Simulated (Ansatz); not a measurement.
A structure relaxed at PBE0-D4/def2-TZVP, charge 0, multiplicity 1:

```csv
atom,x (Å),y (Å),z (Å)
B1,-1.1674,-1.5584,-1.4869
B2,-0.2868,-0.1976,-1.0250
O3,0.2019,0.8534,-1.8093
C4,0.7301,1.4073,-0.6043
N5,0.2222,0.3136,0.2153
Si6,0.2878,-0.0469,1.8943
H7,-0.6312,-2.5831,-1.7968
H8,-2.3643,-1.5572,-1.5157
H9,1.8219,1.4788,-0.6393
H10,0.2874,2.3838,-0.3829
H11,-0.4377,-1.3283,2.0793
H12,-0.3559,1.0216,2.7054
H13,1.6920,-0.1869,2.3659
```

**Question.** Give its formula and SMILES.

**Answer.** CH7B2NOSi, `BB1OCN1[SiH3]`.

**Question.** Point group (tolerance 0.08 Å, 0.16 Å for H)?

**Answer.** Cs.

**Question.** Summarise the bond lengths by kind.

**Answer.** 1 × B–B 1.685 Å; 2 × B–H 1.197 Å; 1 × B–O 1.399 Å; 1 × B–N 1.435 Å; 1 × C–O 1.428 Å; 1 × C–N 1.458 Å; 2 × C–H 1.095 Å; 1 × N–Si 1.719 Å; 3 × H–Si 1.484 to 1.488 Å.

Program: Ansatz 0.2.0.
